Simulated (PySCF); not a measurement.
Isomers of C6H5F3O, mass 150.029 u with the commonest isotopes. Theory: PBE0/pcSseg-1 in PySCF (dipole) on a GFN2-xTB geometry, gas phase. One conformer each, none proved a minimum here; rigid rotors.

**Question.** Order these by rotational constant B, largest first.
A. `C1=CC(=O)[C@H](C1)C(F)(F)F`
B. `[O:1]=[CH:2][CH2:3][C:4]1=[CH:5][C@@H:6]1[C:7]([F:8])([F:9])[F:10]` with O1–C2–C3–C4 3°, C2–C3–C4–C5 -118°
C. `[CH2:1]=[C:2]1[O:3][C:4]([CH:5]([F:6])[F:7])=[C:8]1[CH2:9][F:10]` with O3–C4–C5–F6 -121°, C4–C8–C9–F10 180°
D. `O1C(C)=C(C(F)(F)F)C1=C`
E. `[F:1][C:2]([F:3])([F:4])[O:5][C:6]1=[CH:7][CH2:8][CH:9]=[CH:10]1` with C2–O5–C6–C7 0°

**Answer.** A (1252 MHz), D (1191 MHz), C (895.9 MHz), E (831.6 MHz), B (791.8 MHz).

**Question.** Order these by rotational constant A, smallest first.
A. `[F:1][C:2]([F:3])([F:4])[O:5][C:6]1=[CH:7][CH2:8][CH:9]=[CH:10]1` with C2–O5–C6–C7 0°
B. `[F:1][C:2]1=[CH:3][C@H:4]([CH:5]([F:6])[F:7])[CH:8]=[CH:9][O:10]1` with C3–C4–C5–F6 174°
C. `[CH2:1]=[C:2]1[O:3][C:4]([CH:5]([F:6])[F:7])=[C:8]1[CH2:9][F:10]` with O3–C4–C5–F6 -121°, C4–C8–C9–F10 180°
D. `O=C1C=CC[C@@H]1C(F)(F)F`
E. `C=C1OC(C)=C1C(F)(F)F`
F. `[O:1]=[CH:2][CH2:3][C:4]1=[CH:5][C@@H:6]1[C:7]([F:8])([F:9])[F:10]` with O1–C2–C3–C4 3°, C2–C3–C4–C5 -118°

**Answer.** E (1777 MHz), C (1948 MHz), D (2130 MHz), F (2500 MHz), B (2665 MHz), A (3410 MHz).

**Question.** Order these by radius of gyration √(Σ m r²/M), smallest first.
A. `[F:1][C:2]1=[CH:3][C@H:4]([CH:5]([F:6])[F:7])[CH:8]=[CH:9][O:10]1` with C3–C4–C5–F6 174°
B. `[O:1]=[CH:2][CH2:3][C:4]1=[CH:5][C@@H:6]1[C:7]([F:8])([F:9])[F:10]` with O1–C2–C3–C4 3°, C2–C3–C4–C5 -118°
C. `[CH2:1]=[C:2]1[O:3][C:4]([CH:5]([F:6])[F:7])=[C:8]1[CH2:9][F:10]` with O3–C4–C5–F6 -121°, C4–C8–C9–F10 180°
D. `C=C1OC(C)=C1C(F)(F)F`
E. `O=C1C=CC[C@@H]1C(F)(F)F`

**Answer.** E (1.973 Å), D (2.103 Å), A (2.159 Å), B (2.250 Å), C (2.276 Å).

```
                 SMILES  point group  Ia (u·Å²)  Ib (u·Å²)  Ic (u·Å²)      κ  μa (D)  μb (D)  μc (D)
     C=C1OC(C(F)F)=C1CF           Cs     259.39     564.07     731.28  -0.67    0.34    0.45    0.00
 FC1=C[C@H](C(F)F)C=CO1           C1     189.62     567.95     641.37  -0.89    0.41    0.24    1.63
O=C1C=CC[C@@H]1C(F)(F)F           C1     237.29     403.73     526.98  -0.50    2.42    3.76    0.89
     FC(F)(F)OC1=CCC=C1           Cs     148.19     607.72     665.93  -0.95    3.01    0.46    0.00
   C=C1OC(C)=C1C(F)(F)F      near Cs     284.48     424.20     618.09  -0.22    1.87    1.09    0.00
O=CCC1=C[C@@H]1C(F)(F)F           C1     202.16     638.27     678.41  -0.95    2.60    2.25    1.66
```
